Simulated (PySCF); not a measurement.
**Does the structure fit the spectrum?**

A compound C$_{5}$H$_{6}$O$_{2}$ gives the data below (simulated from a calculation) and was assigned the structure `C=COC(=O)C=C`.

¹³C{¹H} NMR (computed): δ 161.1 (CH), 158.1 (C), 140.5 (CH), 122.5 (CH2), 111.2 (CH2).

¹H NMR (300 MHz, computed): δ 8.02 (d, J = 1.5 Hz, 1H), 6.85 (t, J = 1.4 Hz, 1H), 6.07 (m, 1H), 6.01 (m, 1H), 5.46 (m, 1H), 5.04 (q, J = 1.2 Hz, 1H).

Calculated, not measured (PySCF): PBE0-D3(BJ)/def2-SVP structure, J couplings at B3LYP/pcJ-1 (without the spin–dipole term), NMR shieldings at PBE0/pcSseg-1/GIAO. One conformer, non-relativistic, gas phase.

Scale: ¹H (σ = 31.27 ppm), ¹³C (σ = 184.41 ppm) vs TMS (reference shieldings calculated alike).

Problem. Compare with the shifts computed for the proposed structure, pairing carbons in order of shift.

Solution. Atom-mapped SMILES (the numbers label the heavy atoms): `[CH2:1]=[CH:2][O:3][C:4](=[O:5])[CH:6]=[CH2:7]`; H(Xn) means a hydrogen on atom n.

```tsv
atom	computed for proposal	given list	difference
C4	165.1	161.1	+4.0
C2	148.1	158.1	-10.0
C7	144.2	140.5	+3.7
C6	135.2	122.5	+12.7
C1	102.2	111.2	-9.0
```

The rms difference is 8.6 ppm and the largest +12.7 ppm at C6 (α carbon of a C=C–C=O unit). The carbon types in order of shift don't match either: C, CH, CH2, CH, CH2 for the proposal against CH, C, CH, CH2, CH2 in the data. The proposal doesn't fit.

Problem. Which isomer fits?

Solution. `C=CC(=C)OC=O`.

- Carbon types of the structure: 1 × C, 2 × CH, 2 × CH2, which accounts for all hydrogens.
- δC 161.1: ester carbonyl carbon; it is a carbonyl in resonance with an O or N lone pair, the region of acids, esters and amides.
- δC 158.1: alkene carbon bearing oxygen; an sp2 carbon further deshielded by the attached heteroatom.
- δC 140.5: alkene CH; as expected for a trigonal carbon in a double bond.
- δC 111.2: β carbon of an enol-ether or enamine type C=C; the O or N lone pair pushes π density onto this β carbon and shields it.

Other isomers checked: C=CC(=C)C(=O)O (rms 14.7 ppm); OCc1ccoc1 (rms 25.6 ppm).

This is the structure that produced the data.

Multiplet labels drop couplings under 1 Hz and merge nearly equal ones. Unscaled 3J(H,H) at this level run about 10 % above measured values. Shifts are as computed. Against solution values, carbons near 30 ppm lie about +2 ppm off and those near 130 ppm about +5 ppm. Of 1211 compounds with measured shifts, 218 miss one by over three times the rms of a fit or turn the order of signals round; such compounds aren't used in these exercises.
